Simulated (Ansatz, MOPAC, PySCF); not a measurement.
Pair of molecules: SiH4 (SMILES [SiH4]) (first 5 atoms) with C2H2 (SMILES C#C); geometry from B3LYP-D3(BJ)/def2-TZVP, rigid monomers moved along the line of their centres of mass till Si1···C7 is 4.25 Å.
(charge 0, multiplicity 1):
```xyz
9

Si    -0.290    -0.038     0.140
H     -0.543    -0.047    -1.321
H      1.096     0.414     0.387
H     -0.475    -1.406     0.671
H     -1.243     0.888     0.790
C      1.052     0.076     4.179
C     -0.127     0.042     4.382
H      2.098     0.106     3.995
H     -1.174     0.013     4.559
```

Interaction energies are E(AB) − E(A) − E(B) at the monomers' geometry in the complex; basis-set methods are counterpoise corrected. Rows marked so take none.

Rows in STO-3G carry no dispersion term and start afresh at each structure. The state that PM3 reach isn't checked.

Codes used: Ansatz (a first-principles code); MOPAC for PM3 (differences of heats of formation); PySCF for STO-3G rows, the dispersion terms. Each number belongs to the level named beside it.

Task: One of these levels gives -0.4 kJ/mol for the interaction energy. Which one is it?
A) PM3
B) HF/STO-3G (no counterpoise)
C) r2SCAN-D3(BJ)/def2-TZVPPD

Result: B, HF/STO-3G (no counterpoise). The others give 1.4 (PM3), -4.0 (r2SCAN-D3(BJ)/def2-TZVPPD)
